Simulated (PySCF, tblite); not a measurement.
C5H13OPSi2.
Structure used (GFN2-xTB), in Å, numbered top down from 1:
```xyz
22
C5H13OPSi2 angstrom
C     -0.8227   -2.5325   -0.0849
Si    -0.8400   -0.6497   -0.4018
O     -1.4543   -0.3197   -1.8843
Si    -2.2615    0.5362    1.0068
P     -2.2624    2.7562    0.6824
C      0.9350   -0.0344   -0.2841
C      1.7485    0.7066   -1.0500
C      2.8752    0.7313   -0.0625
C      1.9503   -0.1230    0.8375
H     -0.1611   -3.0538   -0.7725
H     -1.8167   -2.9541   -0.2026
H     -0.4892   -2.7573    0.9224
H     -1.0791   -0.6787   -2.6848
H     -3.6806    0.1559    0.9491
H     -1.8660    0.3783    2.4171
H     -0.8868    2.8602    0.5591
H     -2.4298    2.6759   -0.6883
H      1.6536    1.1433   -2.0288
H      3.7933    0.2395   -0.3829
H      3.1217    1.7153    0.3359
H      2.3136   -1.1273    1.0470
H      1.6486    0.3513    1.7694
```

Level of theory: PBE0/pcSseg-1 in PySCF (dipole) on a GFN2-xTB geometry, gas phase.

Take the most abundant isotopes and a rigid rotor. The values belong to one conformer with, in the numbering `[CH3:1][Si@@:2]([OH:3])([SiH2:4][PH2:5])[C:6]1=[CH:7][CH2:8][CH2:9]1`, C1–Si2–O3–H -58°, C1–Si2–Si4–P5 179°, Si2–Si4–P5–H -43° and 49°, C1–Si2–C6–C7 129°.

(1) Give the principal moments of inertia and the rotational constants in cm⁻¹.

(2) What kind of rotor is it?

(3) Is it planar, by Δ = Ic − Ia − Ib?

(4) Give the other two planar moments, Paa and Pbb, and the rms extents of the mass along the axes.

(5) Where do the levels up to J = 2 lie, in MHz?

(6) Which types of transition are allowed, and where do some lines up to J = 3 fall?

(7) Estimate the classical rotational partition function at 25 K, 100 K and 500 K.

Answers

(1) Ia = 459.69, Ib = 749.86, Ic = 965.37 u·Å²; 505379 MHz·u·Å²/I gives 1099, 674.0 and 523.5 MHz, that is A = 0.03667, B = 0.02248, C = 0.01746 cm⁻¹.

(2) An asymmetric top; Ray's κ = -0.477.

(3) Not planar: Δ = Ic − Ia − Ib = -244.17 u·Å². For a rigid frame Δ = −2 Σ m c², so Σ m c² = 122.09 u·Å² lies off the ab plane: 26.83 from hydrogen and 95.26 from heavier atoms. The atom farthest from that plane is 2.33 Å away.

(4) Paa = Σ m a² = (Ib + Ic − Ia)/2 = 627.77 and Pbb = Σ m b² = (Ia + Ic − Ib)/2 = 337.60 u·Å². With the mass M = 176.02 u, the rms extents √(P/M) along a, b and c are 1.89, 1.38, 0.83 Å.

(5) Above 0(0,0):
J = 1: 1(0,1) 1197, 1(1,1) 1623, 1(1,0) 1773
J = 2: 2(0,2) 3559, 2(1,2) 3867, 2(1,1) 4319, 2(2,1) 5595, 2(2,0) 5628

(6) The dipole components are |μa| = 3.12 D, |μb| = 0.84 D, |μc| = 0.69 D. The squared components, which scale the intensities, stand as 1.00 : 0.07 : 0.05 (a : b : c). Some lines, for components of 0.1 D or more:

```
type  branch         J(Ka,Kc)   MHz  lower level (cm⁻¹)
   a       Q  2(1,1) ← 2(1,2)   451               0.129
   b       Q  1(1,0) ← 1(0,1)   576               0.040
   c       R  1(1,0) ← 0(0,0)  1773               0.000
   b       R  2(0,2) ← 1(1,1)  1936               0.054
   b       Q  3(2,2) ← 3(1,3)  1972               0.241
   a       R  3(2,1) ← 2(2,0)  3716               0.188
   c       R  2(2,0) ← 1(1,0)  3855               0.059
   c       R  2(2,1) ← 1(1,1)  3972               0.054
   c       R  3(2,2) ← 2(1,2)  5320               0.129
   b       R  3(3,1) ← 2(2,0)  6081               0.188
```

(7) Point group C1, symmetry number σ = 1; q = (√π/σ)·√((kT/h)³/(ABC)), k/h = 20836.6 MHz/K: 33800 at 25 K, 271000 at 100 K, 3030000 at 500 K.

Its lowest GFN2-xTB frequency is 3i cm⁻¹, too small to tell a flat minimum from a shallow saddle. Constants of a rigid frame at the computed geometry: no zero-point averaging, no centrifugal distortion. A rigid rotor knows nothing of internal rotation, which can split or shift real lines.

Time: 3.6 min (with the writing of density and orbital grids); peak memory 1.1 GiB. Hardware: Intel Xeon at 2.50 GHz, one thread, no GPU (shared host). This is the PBE0/pcSseg-1 job that gave the dipole, with the shieldings it also computed.
